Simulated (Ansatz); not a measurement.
Gas-phase electronic energies from Ansatz, PBE0-D4/def2-TZVP geometries. CCSD(T)/CBS is the MP2 limit (def2-TZVPP, def2-QZVPP) plus CCSD(T) − MP2 in def2-TZVPP, frozen cores. This one scheme is used for every species, atoms too. DFT in def2-TZVPP. B3LYP here is the variant with VWN-RPA as its local correlation; programs differ in this. Open shells (•) are unrestricted, without spin–orbit coupling. Spin–orbit coupling would lower the free atoms: a little for C, F, O, S, Si. Each species was taken in one conformer, which may not be the lowest.

`CO[Si](F)(F)SC` → 2 C• + 2 F• + 6 H• + O• + S• + Si•  (atomization)

`CO[Si](F)(F)SC`:

```xyz
13

C     1.682   -0.910    1.711
O     1.671    0.193    0.824
Si    0.637    0.447   -0.380
F     0.680   -0.724   -1.453
F     1.140    1.730   -1.152
S    -1.315    0.651    0.349
C    -2.242    0.561   -1.215
H     2.034   -1.810    1.200
H     2.366   -0.674    2.526
H     0.688   -1.099    2.125
H    -2.020   -0.363   -1.746
H    -2.024    1.422   -1.845
H    -3.297    0.576   -0.945
```

```csv
level,ΔE (eV),difference from CCSD(T)/CBS
PBE-D4,54.92,0.70
r2SCAN-D4,54.23,0.01
PBE0-D4,53.88,-0.34
B3LYP-D4,53.81,-0.41
ωB97X-V,54.21,-0.01
ωB97M-V,54.24,0.02
B2PLYP,53.40,-0.82
PBE,54.59,0.37
r2SCAN,54.15,-0.07
PBE0,53.59,-0.63
B3LYP,53.26,-0.96
HF/def2-TZVPP,39.75,-14.47
MP2/def2-TZVPP,54.03,-0.19
SCS-MP2/def2-TZVPP,53.45,-0.77
CCSD/def2-TZVPP,51.86,-2.36
CCSD(T)/def2-TZVPP,52.67,-1.55
HF/def2-QZVPP,39.88,-14.34
MP2/def2-QZVPP,54.97,0.75
SCS-MP2/def2-QZVPP,54.47,0.25
HF/CBS(def2),39.90,-14.32
MP2/CBS(def2),55.59,1.37
CCSD/CBS(def2),53.42,-0.80
CCSD(T)/CBS,54.22,0
```

Largest T1 diagnostic among the species: 0.012.

In def2-TZVPP, CCSD(T) changes the Hartree–Fock value by +12.92 eV (the triples alone add +0.81 eV) and MP2 by +14.29 eV; breaking electron pairs costs correlation energy, which Hartree–Fock lacks. From PBE to PBE0 (25 % exact exchange), in def2-TZVPP and without D4, ΔE moves by −0.99 eV: exact exchange takes away binding that semilocal exchange gives to molecules. The D4 term adds +0.55 eV with B3LYP and +0.29 eV with PBE0; it sums over pairs of atoms, weighted by their polarisabilities, and B3LYP, whose exchange is more repulsive, gets the larger term.

For atomizations the MP2-based limit and the directly extrapolated one differ by several kJ/mol either way, and by 10 to 25 for some Ge, Se and Sn compounds, so smaller differences from it don't rank the levels.
